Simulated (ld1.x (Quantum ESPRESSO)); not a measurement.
**C: TM pseudisation with PBE, scalar-relativistic reference atom.**

```
Element                 : C (Z = 6)
Generator               : ld1.x (Quantum ESPRESSO) 7.5
Type                    : norm-conserving Troullier–Martins (Kleinman–Bylander form)
Functional              : PBE
Relativity              : scalar-relativistic
Frozen core             : [He]
Valence charge          : 4
Reference configuration : 2s2 2p2
Partial waves           : 2s (bound): rc 0.95 bohr; 2p (bound): rc 2.80 bohr; 3d channel at -0.05 Ry: rc 2.95 bohr
Local potential         : the d channel
Core correction         : Bessel-smoothed model core, default radius (core density twice the valence density)
```

Question: Does the generator finish with these settings?

Answer: Yes, a potential is produced and its reference levels are reproduced.

Question: Estimate the cutoffs (Ry, on a coarse ladder) from which the occupation-weighted sum of valence levels, in a spherical-Bessel basis at the reference potential, stays within 10 and 1 mRy of its value at 400 Ry.

Answer: 35 Ry and 90 Ry.

Question: Does the potential have ghost states?

Answer: Ghost state, extra bound levels that the all-electron valence spectrum of the same l lacks: s at -216.9 eV. A true bound ghost makes a file unfit for plane-wave use.

Question: Which valence shell sets the plane-wave cutoff?

Answer: 2s: its level needs 80 Ry to come within 1 mRy, against 21 Ry for 2p.

Question: Tests: 2s2 2p1; 2s2 2p0; 2s1 2p0; 2s0 2p4; 2s2 2p2.3; 2s1 2p3; 2s1 2p2. Which has the largest error in its energy relative to the reference configuration, and how large is it?

Answer: 2s1 2p0, with +1690 meV (all-electron minus pseudo) on +83.21 eV.
